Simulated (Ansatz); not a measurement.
`[CH3][Ga]([OH])[OH]` + H₂S → `[OH][Ga]([OH])[SH]` + CH₄  (ligand exchange at a Ga–C bond)

Isolated molecules relaxed with PBE0-D4/def2-TZVP in Ansatz; ΔE leaves out vibrations. CBS: MP2 limit from def2 TZ/QZ plus the TZ coupled-cluster correction, frozen cores. This one scheme is used for every species. DFT in def2-TZVPP. For Ga outer-core shells are correlated without core-valence functions, which leaves a few kJ/mol of doubt a bond. Scalar relativity is left out up to krypton. Each species was taken in one conformer, which may not be the lowest.

```tsv
level	ΔE (kJ/mol)
PBE0-D4	-97.6
SCS-MP2/def2-TZVPP	-96.0
HF/CBS(def2)	-103.4
CCSD/CBS(def2)	-91.1
```

What does CCSD(T)/CBS give? (An estimate is asked.)

Computed: -91.6 kJ/mol. The listed levels differ from it by -6.0, -4.4, -11.8, 0.5 kJ/mol.

Largest T1 diagnostic among the species: 0.014.

In def2-TZVPP, CCSD(T) changes the Hartree–Fock value by +10.4 kJ/mol (the triples alone add −0.5 kJ/mol) and MP2 by +7.9 kJ/mol.
